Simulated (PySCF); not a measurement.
C5H12PSi (charge +1).
Numbering: `[CH2:1]=[CH:2][PH+:3]([CH:4]=[CH2:5])[CH2:6][SiH3:7]` (hydrogens: H8, H9 on C1; H10 on C2; H11 on P3; H12 on C4; H13, H14 on C5; H15, H16 on C6; H17, H18, H19 on Si7)

Method used: TDDFT wB97X-D/def2-SVPD, vertical, gas phase, core orbitals frozen in the response in PySCF. The structure is a single GFN2-xTB conformer in the gas phase; no vibrational or solvent corrections. Torsions of this conformer, `[CH2:1]=[CH:2][PH+:3]([CH:4]=[CH2:5])[CH2:6][SiH3:7]`: C1–C2–P3–C4 114°, C2–P3–C4–C5 -117°, C2–P3–C6–Si7 167°.

Each state is given a Gaussian of 0.3 eV full width at half maximum, with ε(max) = 2.175×10⁸ f / Δν̃ (Δν̃ the width in cm⁻¹). The width is an assumption, not a result. The curve ends short of the highest state used, and states not computed would add to its high-energy end.

(λ (nm), ε (L mol⁻¹ cm⁻¹)): (162.3, 25410), (162.9, 23762), (163.5, 22029), (164.1, 20515), (164.7, 19418), (165.3, 18794), (165.9, 18561), (166.5, 18541), (167.1, 18520), (167.7, 18310), (168.3, 17798), (168.9, 16970), (169.5, 15909), (170.1, 14765), (170.7, 13717), (171.3, 12929), (172.0, 12488), (172.6, 12567), (173.2, 13034), (173.8, 13806), (174.4, 14772), (175.0, 15831), (175.6, 16906), (176.2, 17965), (176.8, 19018), (177.4, 20101), (178.0, 21256), (178.6, 22506), (179.2, 23833), (179.8, 25170), (180.4, 26405), (181.0, 27394), (181.6, 27991), (182.2, 28069), (182.9, 27402), (183.5, 26163), (184.1, 24362), (184.7, 22107), (185.3, 19542), (185.9, 16825), (186.5, 14109), (187.1, 11527), (187.7, 9177), (188.3, 7122), (188.9, 5390), (189.5, 3979), (190.1, 2868), (190.7, 2018), (191.3, 1387), (191.9, 932), (192.5, 612), (193.1, 393), (193.8, 228), (194.4, 140), (195.0, 84), (195.6, 49)

(1) Where are the band maxima, and which computed states make them?

(2) On this curve, what absorbance would a 10⁻⁵ mol/L sample give at 193 nm over a 1 cm path?

Results:

(1) 182 nm (6.81 eV), ε about 28000, made up of S1 (91%); 167 nm (7.44 eV), ε about 19000, made up of S3 (82%) and S4 (17%) (hardly more than a shoulder) (ε in L mol⁻¹ cm⁻¹; maxima over ε = 5, shares over 10%). At its high-energy end, 7.64 eV, the curve is still rising (ε about 25000, from S4 and S5). The states used: S1 6.79 eV (f 0.289); S2 7.05 eV (f 0.152); S3 7.39 eV (f 0.183); S4 7.69 eV (f 0.230); S5 7.77 eV (f 0.072); S6 7.94 eV (f 0.018); S7 8.08 eV (f 0.0059); S8 8.24 eV (f 0.017).

(2) 193 nm is 6.424 eV, where ε is about 420 L mol⁻¹ cm⁻¹, so A = ε c l ≈ 0.0042 (Beer–Lambert, with the gas-phase spectrum and the assumed width).

The run took 75 s (grids of density and orbitals included) on one thread of an Arm Neoverse V1 (shared host), and the process peaked at 1.1 GiB of memory.
